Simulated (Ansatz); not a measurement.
C5H11Si, doublet, geometry from GFN2-xTB; CAM-B3LYP/pcseg-0 (Ansatz, a program for electronic structure).

The Ansatz input:
Ansatz 0.2 input:
```yaml
crystal:
  periodic: [false, false, false]
  atoms:
    - {symbol: C, position_ang: [-0.48130263, -0.54229435, 1.93985837]}
    - {symbol: Si, position_ang: [-0.30974049, -0.19760081, 0.13171235]}
    - {symbol: C, position_ang: [-0.91856830, -1.68566693, -0.89593603]}
    - {symbol: C, position_ang: [-1.26363719, 1.38508787, -0.33835726]}
    - {symbol: C, position_ang: [1.53721877, 0.04003556, -0.27693796]}
    - {symbol: C, position_ang: [2.11951587, 1.19718816, -0.53965245]}
    - {symbol: H, position_ang: [-0.55708985, 0.23937689, 2.67522094]}
    - {symbol: H, position_ang: [-0.44268157, -1.53660897, 2.34889630]}
    - {symbol: H, position_ang: [-0.38333621, -2.58934057, -0.62188198]}
    - {symbol: H, position_ang: [-0.76942544, -1.52536564, -1.95967196]}
    - {symbol: H, position_ang: [-1.97612059, -1.86945095, -0.73474173]}
    - {symbol: H, position_ang: [-2.33395811, 1.24964921, -0.21838484]}
    - {symbol: H, position_ang: [-0.96670646, 2.21750029, 0.29142353]}
    - {symbol: H, position_ang: [-1.07994180, 1.66755967, -1.37055090]}
    - {symbol: H, position_ang: [2.14647980, -0.85595015, -0.27363070]}
    - {symbol: H, position_ang: [3.17300341, 1.28065482, -0.76451311]}
    - {symbol: H, position_ang: [1.56678460, 2.12228493, -0.54998627]}
basis:
  gaussian:
    orbitals: pcseg-0.json
hamiltonian:
  xc: cam_b3lyp
magnetization: {spin_polarized: true, initial_magnetization: 1}
```
The basis file holds pcseg-0 in the JSON format of the Basis Set Exchange.

What the program printed (banner, timings and long lists left out):

```
Functional definition: CAM-B3LYP
1081 factors; integrals over basis functions are off by at most 5.9e-4 eV
448 factors; integrals over basis functions are off by at most 6.5e-6 eV
mean field evaluation 1: about -13207.4658 eV, gradient 3.9e1 eV
mean field evaluation 2: about -13210.0986 eV, gradient 3.0e1 eV
mean field evaluation 4: about -13214.4228 eV, gradient 8.7e-1 eV
mean field evaluation 8: about -13214.6672 eV, gradient 1.5e-1 eV
mean field evaluation 16: about -13214.6674 eV, gradient 3.0e-4 eV
mean field -13214.66736144 eV, -485.6300683097 hartree, gradient 8.2e-5 eV, S^2 0.753192; 0 other end points of the search recorded, 0 dependent functions left out
reference -13214.66750861 eV, -485.6300737180 hartree; 28, 27 occupied and 52, 53 virtual orbitals, 1081 factors
Total energy: -13214.66750861 eV, -485.6300737180 hartree
```
